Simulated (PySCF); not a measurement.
**Correlation energy of Sb⁺ (antimony, charge +1)**

[Kr] 4d10 5s1 5p2 6s1, high-spin 5P determinant (an excited configuration). All numbers are calculated (PySCF 2.14, the spin-free X2C one-electron Hamiltonian (Gaussian nucleus), in aug-cc-pVTZ-DK3). Frozen: [Kr] 4d10; 4 electrons correlated.

```tsv
level	correlation energy (mhartree)
CCSD	-20.63
(T)	-0.33
CCSD(T)	-20.96
```

Diagnostics: T1 = 0.015, D1 = 0.0431, largest double amplitude 0.042.

The outer electron is Rydberg-like, and this basis confines it to a smaller radius and binds it less than a complete one would.

Cost of the coupled-cluster step: roughly 0.6 core-seconds, for 4 correlated electrons.

Iterations:

```
CC2 = 0
CCSD nocc = (np.int64(4), np.int64(0)), nmo = (45, 45)
frozen orbitals [[0, 1, 2, 3, 4, 5, 6, 7, 8, 9, 10, 11, 12, 13, 14, 15, 16, 17, 18, 19, 20, 21, 22], [0, 1, 2, 3, 4, 5, 6, 7, 8, 9, 10, 11, 12, 13, 14, 15, 16, 17, 18, 19, 20, 21, 22]]
max_cycle = 100
direct = 0
conv_tol = 1e-08
conv_tol_normt = 1e-06
diis_space = 8
diis_start_cycle = 0
Init t2, MP2 energy = -0.0146208661104972
Init E_corr(UCCSD) = -0.0146208661293052
cycle = 1  E_corr(UCCSD) = -0.0185760230979166  dE = -0.00395515697  norm(t1,t2) = 0.032814
cycle = 2  E_corr(UCCSD) = -0.019799175099325  dE = -0.001223152  norm(t1,t2) = 0.0136281
cycle = 3  E_corr(UCCSD) = -0.0205226983829551  dE = -0.000723523284  norm(t1,t2) = 0.00701869
cycle = 4  E_corr(UCCSD) = -0.0204935450751898  dE = 2.91533078e-05  norm(t1,t2) = 0.00383005
cycle = 5  E_corr(UCCSD) = -0.0205623559965797  dE = -6.88109214e-05  norm(t1,t2) = 0.00297592
cycle = 6  E_corr(UCCSD) = -0.0205696291132878  dE = -7.27311671e-06  norm(t1,t2) = 0.00231486
cycle = 7  E_corr(UCCSD) = -0.0206365191024842  dE = -6.68899892e-05  norm(t1,t2) = 0.00192344
cycle = 8  E_corr(UCCSD) = -0.0206159696977564  dE = 2.05494047e-05  norm(t1,t2) = 0.000936119
cycle = 9  E_corr(UCCSD) = -0.0206400929922061  dE = -2.41232944e-05  norm(t1,t2) = 0.000311069
cycle = 10  E_corr(UCCSD) = -0.0206330721646743  dE = 7.02082753e-06  norm(t1,t2) = 7.40592e-05
cycle = 11  E_corr(UCCSD) = -0.0206331896674191  dE = -1.17502745e-07  norm(t1,t2) = 9.03868e-06
cycle = 12  E_corr(UCCSD) = -0.020633171456002  dE = 1.82114171e-08  norm(t1,t2) = 6.16176e-06
cycle = 13  E_corr(UCCSD) = -0.0206332160999467  dE = -4.46439448e-08  norm(t1,t2) = 1.79471e-06
cycle = 14  E_corr(UCCSD) = -0.0206332220477005  dE = -5.94775372e-09  norm(t1,t2) = 3.07393e-07
UCCSD converged
E(UCCSD) = -6476.912876771117  E_corr = -0.02063322204770045
UCCSD(T) correction = -0.000327148894751118
```
